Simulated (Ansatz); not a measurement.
Input and output for `N=C1[SiH2]N[AsH]1`.

```yaml
crystal:
  periodic: [false, false, false]
  atoms:
    - {symbol: N, position_ang: [-2.053830, 0.238138, 0.854449]}
    - {symbol: C, position_ang: [-0.939187, -0.010555, 0.340168]}
    - {symbol: Si, position_ang: [0.453381, 1.059819, -0.383708]}
    - {symbol: N, position_ang: [1.161350, -0.422236, -0.885456]}
    - {symbol: As, position_ang: [0.068647, -1.720117, -0.113737]}
    - {symbol: H, position_ang: [-2.573583, -0.594946, 1.138231]}
    - {symbol: H, position_ang: [0.103509, 2.009695, -1.475843]}
    - {symbol: H, position_ang: [1.191047, 1.822606, 0.663854]}
    - {symbol: H, position_ang: [1.973255, -0.653323, -1.428088]}
    - {symbol: H, position_ang: [0.698610, -1.780182, 1.293028]}
basis:
  gaussian: {orbitals: cc-pVDZ}
total_charge: 1
magnetization: {spin_polarized: true, initial_magnetization: 1}
hamiltonian: {xc: {name: revPBE}}
```

```sh
$ ansatz run in.yaml --threads 4 --pin off --events-out ev --progress --plain --max-ram 10444MiB
```

It prints (some lines left out):

```
Functional definition: revPBE
1471 factors; their error is unknown
mean field evaluation 1: about -72771.1139 eV, gradient 7.6e1 eV
mean field evaluation 2: about -72577.2477 eV, gradient 1.7e2 eV
mean field evaluation 4: about -72772.2203 eV, gradient 7.0e1 eV
mean field evaluation 8: about -72800.1186 eV, gradient 4.4e0 eV
mean field evaluation 16: about -72800.1972 eV, gradient 5.1e-3 eV
mean field -72800.19724205 eV, -2675.3579028994 hartree, gradient 7.4e-5 eV, S^2 0.752991; 1 other end points of the search recorded, 0 dependent functions left out
reference -72800.19728643 eV, -2675.3579045301 hartree; 36, 35 occupied and 76, 77 virtual orbitals, 1471 factors
Total energy: -72800.19728643 eV, -2675.3579045301 hartree
```

It took 2.6 s on 4 threads of an Intel Xeon Platinum 8259CL on a shared host, with 0.46 GiB of host memory at the peak.
